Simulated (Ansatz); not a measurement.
`C[CH2][Cd][Cl]` + H₂S → `[SH][Cd][Cl]` + `CC` at 400 K and 1 bar (ligand exchange at a Cd–C bond).

Computed with Ansatz on PBE0-D4/def2-TZVP structures; ΔE is electronic, products minus reactants. CCSD(T)/CBS adds triple-zeta CCSD(T) − MP2 to the extrapolated MP2 energy (def2 sets, frozen cores). This one scheme is used for every species. Elements past krypton have def2 core potentials. For Cd outer-core shells are correlated without core-valence functions, which leaves a few kJ/mol of doubt a bond. One conformer a species, not always the lowest.

```
         species  CCSD(T)/CBS energy (Eh)  H − E (kJ/mol)  S (J/(mol·K))
`C[CH2][Cd][Cl]`               -706.64948           201.2          371.4
             H₂S               -398.97279            53.4          215.9
  `[SH][Cd][Cl]`              -1025.94547            48.5          335.8
            `CC`                -79.71954           213.5          244.3
```

H − E and S are ideal-gas, rigid-rotor, harmonic terms from PBE0-D4/def2-TZVP, for one conformer and one mirror image of each species. 1 Eh = 2625.50 kJ/mol, R = 8.31446 J/(mol·K).

Task: By hand: ΔE, ΔH, ΔS and ΔG.

Result: ΔE = (-1025.94547) + (-79.71954) − (-706.64948) − (-398.97279) = -0.04274 Eh = -112.2 kJ/mol. Δ(H − E) = 48.5 + 213.5 − 201.2 − 53.4 = 7.4, so ΔH = -104.8 kJ/mol. ΔS = 335.8 + 244.3 − 371.4 − 215.9 = -7.2 J/(mol·K). ΔG = -104.8 − 400 × (-7.2)/1000 = -101.9 kJ/mol.

Task: By hand: the equilibrium constant, and the temperature at which ΔG would vanish if ΔH and ΔS stayed fixed.

Result: log₁₀ K = −ΔG/(RT ln 10) = 13.3. ΔG = 0 at ΔH/ΔS = 14556 K, far beyond where these terms or the molecules hold.

The number of gas molecules stays the same, so ΔS is small and ΔH decides. A doubt of 5 kJ/mol in ΔE shifts log₁₀ K by 0.7 here. Other conformers and mirror images would add mixing entropy, several J/(mol·K) or more a flexible species. These are equilibria of isolated gas molecules and say nothing of rates. Largest T1 diagnostic: 0.013 (customary marks: 0.02 for closed shells, 0.045 for open ones).
